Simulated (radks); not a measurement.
Os36+, configuration [Ar] 3d10 4s2 4p5.5 4d4 4f0.5 (fractional occupations, a model configuration). All-electron calculation, scalar-relativistic Kohn-Sham, TASK exchange with Perdew-Wang LDA correlation, spin-polarised, spherical densities, finite nucleus; open shells are filled with parallel spins first (spin-orbit coupling, left out, can overturn this in heavy ions); meta-GGA in the generalised Kohn-Sham scheme; Fermi nuclear charge, rms radius 5.4126 fm. Program: a radial shooting solver on a logarithmic mesh with Libxc functionals.

Local quantities along the radius. ELF = 1/(1 + alpha^2) is the electron localisation function; alpha = (tau - tau_W)/tau_unif compares the Pauli kinetic energy density with that of the uniform gas (summed over spins); r v_xc is r times the local exchange-correlation potential of spin up (hartree bohr, multiplicative part alone); -r V(r) is the screened charge that the Kohn-Sham potential of spin up presents (atomic units); 4 pi r^2 rho is in e/bohr. tau is taken from the large components.

r (bohr)    ELF    alpha    r v_xc  -r V(r)  4 pi r^2 rho
0.001535  0.999  0.02617   -0.2626    75.49         16.34
0.001745  0.999  0.02751   -0.2713    75.40         19.59
0.001967  0.999  0.02904   -0.2811    75.30         23.11
0.002218  0.999  0.03090   -0.2921    75.18         27.16
0.002501  0.999  0.03318   -0.3042    75.06         31.75
0.00282   0.999  0.03596   -0.3173    74.92         36.91
0.003179  0.998  0.03939   -0.3310    74.76         42.65
0.003585  0.998  0.04366   -0.3451    74.58         48.94
0.004042  0.998  0.04901   -0.3592    74.38         55.71
0.004557  0.997  0.05581   -0.3729    74.16         62.86
0.005138  0.996  0.06455   -0.3860    73.91         70.23
0.005793  0.994  0.07594   -0.3986    73.63         77.61
0.006531  0.992  0.09101   -0.4118    73.32         84.72
0.007364  0.988   0.1113   -0.4283    72.98         91.23
0.008303  0.981   0.1391   -0.4532    72.62         96.80
0.009362  0.969   0.1777   -0.4946    72.24         101.1
0.01056   0.949   0.2322   -0.5594    71.83         103.8
0.012     0.909   0.3159   -0.6499    71.38         104.7
0.01353   0.845   0.4285   -0.7246    70.90         103.8
0.01525   0.745   0.5850   -0.7445    70.31         101.4
0.0172    0.615   0.7911   -0.6994    69.61         98.21
0.01939   0.483    1.034   -0.6421    68.83         95.09
0.02186   0.384    1.266   -0.6311    68.03         93.14
0.02465   0.337    1.404   -0.6735    67.23         93.45
0.02779   0.344    1.382   -0.7421    66.37         96.87
0.03133   0.403    1.217   -0.8157    65.44         103.7
0.03533   0.503   0.9945   -0.8861    64.43         113.2
0.03983   0.612   0.7958   -0.9474    63.34         124.0
0.04491   0.697   0.6589    -1.003    62.17         133.7
0.05063   0.741   0.5911    -1.061    60.93         139.7
0.05709   0.739   0.5942    -1.125    59.65         140.2
0.06437   0.685   0.6785    -1.175    58.30         134.6
0.07258   0.574   0.8621    -1.169    56.85         124.8
0.08249   0.430    1.152    -1.119    55.21         113.6
0.093     0.346    1.375    -1.133    53.68         106.9
0.1049    0.355    1.348    -1.217    52.18         107.0
0.1182    0.457    1.091    -1.331    50.68         113.3
0.1333    0.602   0.8138    -1.426    49.16         121.7
0.1503    0.712   0.6364    -1.486    47.65         125.8
0.1695    0.755   0.5701    -1.538    46.22         120.4
0.1911    0.721   0.6214    -1.581    44.90         104.4
0.2154    0.579   0.8524    -1.447    43.53         82.26
0.2429    0.353    1.354    -1.160    42.12         61.66
0.2739    0.232    1.822    -1.230    41.15         48.81
0.3088    0.297    1.540    -1.414    40.38         44.81
0.3482    0.529   0.9445    -1.566    39.66         45.35
0.3925    0.727   0.6126    -1.603    38.96         44.27
0.4426    0.796   0.5064    -1.632    38.42         38.05
0.499     0.779   0.5325    -1.681    38.09         27.61
0.5672    0.672   0.6982    -1.673    37.84         15.87
0.6395    0.464    1.075   -0.9847    37.05         7.612
0.721     0.206    1.962    0.5300    35.49         2.908
0.8129    0.052    4.262    0.5975    35.41        0.8698
0.9166    0.008    11.10  -0.06072    36.06        0.1999
1.033     0.001    35.12   -0.1622    36.16       0.03445
1.165     0.000    137.8  -0.09352    36.09      0.004314
1.314     0.000    685.3  -0.03934    36.04     0.0003800

On this mesh the ELF has minima near r = 0.025, 0.093, 0.27 bohr, which separate the shells, and maxima near 0.051 (0.74), 0.17 (0.75), 0.44 (0.80).
